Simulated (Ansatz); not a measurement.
CH$_{8}$O$_{2}$Si$_{2}$, SMILES `OC[SiH2][SiH2]O` at its PBE0-D4/def2-TZVP geometry, where that method's forces vanish. Total charge 0; spin multiplicity 1.

```xyz
13

O    -1.3618   -0.6405    2.3653
C    -0.3304   -0.1161    1.5467
Si   -0.9198   -0.0833   -0.2516
Si    0.8145    0.6820   -1.6387
O     2.1261   -0.3310   -1.6000
H    -1.0582   -0.6481    3.2766
H    -0.0543    0.9068    1.8413
H     0.5858   -0.7215    1.6039
H    -2.1075    0.8048   -0.3880
H    -1.3113   -1.4595   -0.6708
H     1.3303    1.9962   -1.1758
H     0.3003    0.8473   -3.0305
H     1.9863   -1.2370   -1.8783
```

What forces (eV/Å) does PBE-D4/def2-TZVPP give on these atoms in Ansatz? (Estimate.)

Computed: 
```
O1  -0.556 -0.200 -0.144
C2   0.151  0.077 -0.128
Si3  0.057  0.050 -0.100
Si4 -0.349  0.131  0.027
O5   0.489  0.130  0.149
H6   0.150 -0.005  0.454
H7   0.085  0.231  0.036
H8   0.221 -0.114 -0.013
H9  -0.136  0.087 -0.010
H10 -0.046 -0.142 -0.043
H11  0.067  0.140  0.049
H12 -0.069  0.040 -0.154
H13 -0.064 -0.426 -0.125
```
